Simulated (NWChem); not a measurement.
# CH5NOSe; SMILES CO[Se]N

```xyz
9

Se     0.4662    -0.4690     0.1593
O      0.0768     1.2220     0.7099
C     -0.3199     2.1215    -0.2913
H     -1.2941     1.8488    -0.7407
H     -0.4332     3.1085     0.1849
H      0.4226     2.2064    -1.1059
N     -1.1237    -1.2704    -0.0567
H     -1.6873    -0.9705    -0.8465
H     -1.6740    -1.4097     0.7860
```
Atoms are numbered in this order, from 1.

The geometry was optimised at PBE0/def2-SVP.

Spin-orbit effects, on the heavy nuclei and on their neighbours, are missing.

Give the principal values of the shielding tensors (ppm) of Se1, O2, C3, N7 from B3LYP/6-311G** (spherical d), GIAO (NWChem), with their diamagnetic and paramagnetic parts as GIAO splits them.


```tsv
atom	σ11	σ22	σ33	isotropic	diamagnetic	paramagnetic
Se1	-991.5	368.0	967.0	114.5	2996.0	-2881.5
O2	39.8	301.5	399.1	246.8	390.4	-143.6
C3	79.8	106.6	179.4	121.9	247.1	-125.2
N7	131.1	216.6	239.0	195.5	316.4	-120.8
```
